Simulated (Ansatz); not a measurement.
Geometry optimisation, RKS revPBE/STO-3G (Ansatz).

The input (input.yaml):

```yaml
crystal:
  periodic: [false, false, false]
  atoms:
    - { symbol: Si, position_ang: [-0.63824, 1.48921, -1.63602] }
    - { symbol: Al, position_ang: [-0.04071, 0.04296, 0.22211] }
    - { symbol: "N", position_ang: [0.72714, -1.50389, 0.84167] }
    - { symbol: Si, position_ang: [0.27291, -0.95094, 2.43663] }
    - { symbol: H, position_ang: [-1.52147, 0.69465, -2.52081] }
    - { symbol: H, position_ang: [-1.33289, 2.67948, -1.09552] }
    - { symbol: H, position_ang: [0.62044, 1.85513, -2.32727] }
    - { symbol: H, position_ang: [1.20857, -2.36889, 0.62313] }
    - { symbol: H, position_ang: [0.70424, -1.93771, 3.45608] }
total_charge: 1
basis:
  gaussian: { orbitals: STO-3G }
hamiltonian:
  xc: revpbe
relax:
  f_tol: 0.02
  max_steps: 40
```

Launched with:

```bash
$ ansatz run input.yaml --threads 1 --pin off --max-ram 2048MiB --backend cpu --events-out ev --progress --plain --runs-dir out
```

**Question.** Where does it end, and by what steps?

**Answer.** The run converged. Limits of this set-up: minimal basis, the dipole of an ion depends on the origin. After 7 steps the energy has fallen by 0.370 eV; H9 moved furthest, 0.29 Å.

| step | energy less start (eV) | largest force component (eV/Å) | accepted |
| --- | --- | --- | --- |
| 0 | 0.0000 | 2.601 | yes |
| 1 | -0.3113 | 0.762 | yes |
| 2 | -0.3553 | 0.467 | yes |
| 3 | -0.3535 | 0.639 | no |
| 4 | -0.3667 | 0.306 | yes |
| 5 | -0.3696 | 0.113 | yes |
| 6 | -0.3704 | 0.023 | yes |
| 7 | -0.3705 | 0.007 | yes |

```xyz
9
Properties=species:S:1:pos:R:3
Si -0.614 1.420 -1.535
Al -0.005 -0.021 0.162
N 0.748 -1.534 0.780
Si 0.237 -0.853 2.269
H -1.505 0.690 -2.430
H -1.288 2.572 -0.950
H 0.606 1.821 -2.228
H 1.252 -2.416 0.477
H 0.569 -1.680 3.454
```

Whether the end is a true minimum wasn't checked by a vibrational analysis.

The run took 17 s on 1 thread of Arm Neoverse V1, with other jobs on the host, peak memory 0.12 GiB.
